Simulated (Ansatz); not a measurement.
Abridged output of a molecular run in Ansatz:

```
Functional definition: HF
1040 factors; integrals over basis functions are off by at most 1.3e-3 eV
mean field evaluation 1: about -27195.1391 eV, gradient 3.3e1 eV
mean field evaluation 2: about -27195.2944 eV, gradient 3.3e1 eV
mean field evaluation 4: about -27197.6757 eV, gradient 2.7e0 eV
mean field evaluation 8: about -27197.7093 eV, gradient 2.0e-1 eV
mean field -27197.70952176 eV, -999.4973896550 hartree, gradient 2.4e-6 eV, S^2 0.000000; 0 other end points of the search recorded, 0 dependent functions left out
12 core orbitals not correlated: weight in the atoms' cores, before any rotation towards them, 1.000 or more for the frozen orbitals, at most 0.000 for the correlated occupied ones
reference -27197.70952176 eV, -999.4973896550 hartree; 12, 12 occupied and 150, 150 virtual orbitals, 1040 factors
second order -18.69638673 eV of doubles, -0.00000000 eV of singles
cycle   1  -19.29817148 eV  change   -6.0e-1 eV  update   8.2e-2
cycle   2  -19.68808657 eV  change   -3.9e-1 eV  update   2.3e-2
cycle   3  -19.76600576 eV  change   -7.8e-2 eV  update   1.1e-2
cycle   4  -19.75669694 eV  change    9.3e-3 eV  update   3.1e-3
cycle   5  -19.75679938 eV  change   -1.0e-4 eV  update   1.2e-3
cycle   6  -19.75668195 eV  change    1.2e-4 eV  update   3.3e-4
cycle   7  -19.75659518 eV  change    8.7e-5 eV  update   1.1e-4
cycle   8  -19.75662417 eV  change   -2.9e-5 eV  update   4.0e-5
cycle   9  -19.75662802 eV  change   -3.9e-6 eV  update   1.5e-5
perturbative correction -0.84758812 eV, -0.0311482890 hartree
Total energy: -27218.31373791 eV, -1000.2545806324 hartree
```

Its atoms:

Z-matrix (Å, degrees):
```
N
B 1 1.384
H 1 1.005 2 122.3
H 1 1.005 2 122.3 3 -180.0
Cl 2 1.761 1 120.3 3 -180.0
Cl 2 1.761 1 120.3 3 -0.0
```

Which basis set was used?
A. def2-SVPD
B. def2-TZVPPD
C. def2-TZVPP
D. cc-pV(Q+d)Z

C. It gives 174 functions.

Write the keys of the input that set method, charge and spin (a neutral closed shell needs none for the last two).


```yaml
correlation: {method: ccsd_t}
```
